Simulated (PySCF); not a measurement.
Species: C8H8.
Geometry (PBE0-D3(BJ)/def2-SVP, Å), atoms numbered from 1 in this order:
```xyz
16
C8H8 angstrom
C      5.064    0.708   -0.665
C      3.920    0.393   -0.395
C      2.631    0.039   -0.091
C      1.488   -0.282    0.187
C      0.115   -0.643    0.490
C     -0.897   -0.099   -0.532
C     -2.298   -0.510   -0.208
C     -3.299    0.326    0.070
H      6.074    0.985   -0.903
H      0.036   -1.744    0.543
H     -0.145   -0.273    1.497
H     -0.618   -0.474   -1.531
H     -0.821    0.999   -0.574
H     -2.492   -1.591   -0.195
H     -4.303   -0.038    0.300
H     -3.151    1.411    0.070
```

Linear response at PBE0/def2-SVPD (PySCF, frozen core in the response, non-relativistic). Geometry: PBE0-D3(BJ)/def2-SVP, one conformer, isolated molecule.

Static isotropic polarisability: 105.34 au (15.61 Å³), principal values 65.0, 73.6, 177.4 au.

(1) What is the polarisability at 1064 nm and at the sodium D line?

(2) What is the isotropic C6 coefficient between two such molecules, C6 = (3/π)∫α(iω)² dω?

(3) Which effective excitation energy ω̄ makes London's formula C6 = (3/4)α²ω̄ exact here?

(4) What three-body coefficient follows from the one-pole estimate C9 = (3/4)·α·C6?

(5) How anisotropic is the static polarisability, by Δα² = ½[(α1 − α2)² + (α2 − α3)² + (α3 − α1)²]?

(6) What n − 1 at the D line would an ideal gas of it have at 273.15 K and 1 atm (2.6868 × 10¹⁹ cm⁻³), by n − 1 = 2π·N·α′?

## Answers

(1) 106.80 au at 1064 nm (+1.4 %), 110.35 au at 589.3 nm (+4.8 %). The rise at 589.3 nm is 3.43 times that at 1064 nm; a pure ω² law gives 3.26. The lowest singlet lies at 266 nm, shorter than both wavelengths.

(2) 3719 au (Eh·bohr⁶) by a ten-point quadrature over imaginary frequencies, which is 2220 eV·Å⁶ or 214 J·nm⁶/mol.

(3) ω̄ = 4·C6/(3α²) = 0.447 Eh = 12.2 eV. A one-pole form α(ω) = α/(1 − ω²/ω̄²) fitted to the 1064 nm value gives 10.0 eV.

(4) 294000 au. This is an estimate from the two numbers above, not a computed integral.

(5) Δα = 108.4 au, or 1.03 of the isotropic value.

(6) 27.60 × 10⁻⁴, a formal value whether or not that pressure can be reached.

Rough CPU time on one thread of a shared machine: about 50 s. This is the whole response run at PBE0/def2-SVPD, SCF included.
